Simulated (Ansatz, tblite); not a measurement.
Cost and result up the ladder for CoSi₃ (the lowest doublet isomer of a short search) (4 atoms). Total charge 0; doublet. Geometry: PBE-D4/def2-SVP.

```tsv
atom	x (Å)	y (Å)	z (Å)
Co1	0.435	-1.003	-0.391
Si2	1.455	0.863	-0.734
Si3	-0.470	1.083	0.423
Si4	-1.420	-0.944	0.703
```

Ansatz on 4 threads of Arm Neoverse V1 on a shared host; xTB runs through tblite on one thread. Times are rough, summed over both states, and most runs start from the orbitals of an earlier one. No level here is sound enough to serve as a yardstick. The other state is a triplet.

The xTB rows come from tblite. The structure comes from a short search, and lower isomers may exist.

Run but left out: PBE0-D4/def2-TZVP (doublet: ⟨S²⟩ 1.07, where a pure state has 0.75).

Raw xTB energies of ions are shifted by several eV, and xTB has no spin-polarisation term.

```tsv
level	functions	wall time	vertical IE (eV)	remarks
GFN1-xTB	36	0.013 s	11.58	–
GFN2-xTB	36	0.024 s	10.11	–
PBE-D4/def2-TZVP	156	6.8 s	7.60	–
r2SCAN-D4/def2-TZVP (with forces)	156	42 s	7.62	spin-contaminated (⟨S²⟩ 0.94) (doublet), spin-contaminated (⟨S²⟩ 2.13) (+1 triplet)
```
